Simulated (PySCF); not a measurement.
Coordinates in bohr (charge 0 multiplicity 1):
```
Cu    3.2757    0.0000    0.0000
Cu   -3.2757    0.0000    0.0000
H     0.0000    0.7779    0.0000
H     0.0000   -0.7779    0.0000
H     6.1165    0.0000    0.0000
H    -6.1165    0.0000    0.0000
```

Level of theory: PySCF, PBE0, basis Cu def2-TZVP, H def2-TZVP (no relativity, density fitting).

This geometry of Cu2H4 is a stationary point at this level.

Question: What is the point group?

Answer: D2h.

Question: Is it a minimum?

Answer: No: it has 1 imaginary mode, at 94i cm⁻¹ (b3u).

Question: Which band is strongest in the infrared?

Answer: 176 cm⁻¹ (b2u), 264 km/mol.

Question: What are the dipole moment and the gap between the highest occupied and lowest empty levels?

Answer: 0.00 D and 5.17 eV.

Question: Give the atomic charges and bond orders.

Answer: 
```csv
atom,Mulliken,Löwdin,polar tensor,Mayer order to Cu1
Cu1,-0.39,0.03,0.22,–
Cu2,-0.39,0.03,0.22,0.08
"H3,4",0.29,0.16,0.07,0.19
H5,0.10,-0.19,-0.28,0.93
H6,0.10,-0.19,-0.28,0.00
```
Other Mayer orders above 0.3: Cu–H 0.93, H–H 0.41.

This need not be the most stable arrangement of these atoms. At this level a singlet minimum of C2v symmetry lies 14 kJ/mol below this structure.
